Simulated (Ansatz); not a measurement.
`C=C[CH2][Ge]([CH3])([F])[O]C`. Total charge 0; spin multiplicity 1. The geometry is a stationary point of PBE0-D4/def2-TZVP. It is one conformer, not always the lowest.

```xyz
19

C     0.501   -2.480    1.781
C     1.056   -1.382    1.284
C     0.827   -0.848   -0.086
Ge   -0.462    0.626   -0.067
C    -0.411    1.888    1.387
F    -2.025   -0.159   -0.055
O    -0.408    1.561   -1.567
C    -0.541    0.913   -2.811
H     0.694   -2.797    2.799
H    -0.166   -3.097    1.188
H     1.712   -0.794    1.923
H     0.414   -1.612   -0.749
H     1.750   -0.468   -0.531
H    -0.531    1.367    2.337
H     0.539    2.424    1.387
H    -1.223    2.604    1.264
H    -0.495    1.673   -3.594
H    -1.499    0.388   -2.898
H     0.268    0.193   -2.991
```

Problem. What is the dipole moment at ωB97M-V/def2-TZVPP? (An estimate is asked.)

Solution. The calculation gave: 2.06 D, with components (2.04, 0.00, 0.32) D in this frame, pointing from negative to positive charge.

Problem. And with PBE, r2SCAN, B3LYP? (Estimate.)

Solution. Computed: PBE 1.97 D, r2SCAN 2.02 D, B3LYP 2.08 D.

Problem. Give the Mulliken charges with ωB97M-V, r2SCAN, B3LYP in def2-TZVPP. (An estimate is asked.)

Solution. Computed: 
```tsv
atom	ωB97M-V	r2SCAN	B3LYP
C1	-0.20	-0.19	-0.21
C2	-0.16	-0.13	-0.16
C3	-0.34	-0.17	-0.25
Ge4	0.78	0.76	0.82
C5	-0.43	-0.29	-0.39
F6	-0.39	-0.40	-0.41
O7	-0.41	-0.43	-0.43
C8	-0.20	-0.01	-0.14
H9	0.10	0.08	0.10
H10	0.09	0.07	0.09
H11	0.12	0.08	0.11
H12	0.13	0.07	0.10
H13	0.15	0.09	0.11
H14	0.14	0.09	0.12
H15	0.13	0.09	0.11
H16	0.14	0.10	0.12
H17	0.12	0.06	0.11
H18	0.13	0.07	0.11
H19	0.10	0.04	0.08
```

B3LYP here is the variant with VWN-RPA as its local correlation; programs differ in this.
